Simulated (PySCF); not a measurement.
Vertical excitations of a molecule C2H7NOSi2 from TDDFT-B3LYP/def2-SVPD (PySCF), as energy in eV (oscillator strength): 5.27 (0.005), 5.95 (0.100), 6.07 (0.000), 6.38 (0.048), 6.56 (0.043), 6.71 (0.001), 7.18 (0.016), 7.29 (0.002), 7.34 (0.032), 7.37 (0.030). Lowest triplet (TDA): 4.53 eV. Coordinates come from a PBE0-D3(BJ)/def2-SVP optimisation. One conformer was computed; it need not be the lowest.

**Question.** Identify the compound among the candidates.
(A) [SiH3]C1=NC[SiH2]O1
(B) O[Si@H]1CC([SiH3])=N1
(C) C=C1O[SiH2]N1[SiH3]
(D) N[Si@]1(O)C=C[SiH2]1

**Answer.** A, [SiH3]C1=NC[SiH2]O1
